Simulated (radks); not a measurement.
Numerical settings for the germanium ion Ge+, [Ar] 3d10 4s2 4p1. Method: Dirac Kohn-Sham, PBE, spin-unpolarised, spherical densities, finite nucleus; open shells fill j = l - 1/2 first; Fermi nuclear charge, rms radius 4.0742 fm; computed with a radial shooting solver on a logarithmic mesh with Libxc functionals. The defaults (mesh step 0.008 in ln r, mesh end at 40 bohr or more with all orbitals vanishing there, Anderson mixing 0.5 over 9 steps, residual threshold near 1e-9 with the energy settled to 1e-9 hartree or 1e-11 of itself, here a cap of 57 iterations) give E = -2098.6521 hartree and 4p1/2 at -11.366 eV in 14 iterations. Run on one thread of a shared host, so times are rough (Arm Neoverse N1): 0.14 s of CPU time, 0.14 s wall, 14 iterations on 2259 mesh points. Changes against that run (0 stands for a change within the tolerance of the run):

setting	iterations	converged	E (mhartree)	e(4p1/2) (meV)	CPU (s)
mesh step in ln r 0.12	2	no	diverged	-	0.01
mesh step in ln r 0.08	5	no	diverged	-	0.02
mesh step in ln r 0.005	16	yes	0	0	0.22
mesh end (bohr) 1	13	level above zero	+1.06e+05	+6.71e+05	0.08
mesh end (bohr) 20	14	yes	0	0	0.13
residual threshold 1e-16	57	no	0	0	0.29
residual threshold 0.01	10	yes	0	-0.0231	0.11
mixing 1.5	14	yes	0	0	0.13
linear mixing, mixing 0.05	57	no	+0.478	-313	0.41
linear mixing, mixing 0.2	57	no	0	-0.00489	0.35
mixing history 20	23	yes	0	0	0.19
iteration cap 3	3	no	+30.1	-1.28e+03	0.04

Settled on a wrong energy, with an occupied level pushed above zero by the early mesh end: mesh end (bohr) 1 (+106 hartree). Apart from these: no run marked as converged misses the energy by more than 1 mhartree. A mesh that ends early acts as a hard wall.
